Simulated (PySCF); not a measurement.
# Relaxation of triplet OsSF₂

Level of theory: UB3LYP in PySCF with Os def2-SVP with ECP60, S def2-SVP, F def2-SVP; scalar-relativistic core potentials, no spin–orbit coupling; density-fitted integrals. A (50,194) grid was used.

A hand-made trigonal planar start, of C2v symmetry, held to at least that symmetry:

```xyz
4
charge 0 multiplicity 3, angstrom
Os    0.0582    0.1008    0.0000
S    -0.9918   -1.7179    0.0000
F     1.9882    0.1008    0.0000
F    -0.9068    1.7722    0.0000
```

Q: What does it relax to?

A: It ends at C2v with Os–F 1.847 Å (×2), Os–S 2.079 Å; F–Os–F 138.2°, F–Os–S 110.9° (×2) (after a last refinement on a finer grid). A frequency run shows a minimum. Other isomers or separated fragments may lie lower.

Q: How much energy is released, and in how many steps?

A: 37.3 kJ/mol in 5 steps.

Other spin states or occupations of the open shell can lie lower. No spin–orbit coupling is included, which matters more the heavier the element.

The relaxation took about 30 core-seconds on a shared host.
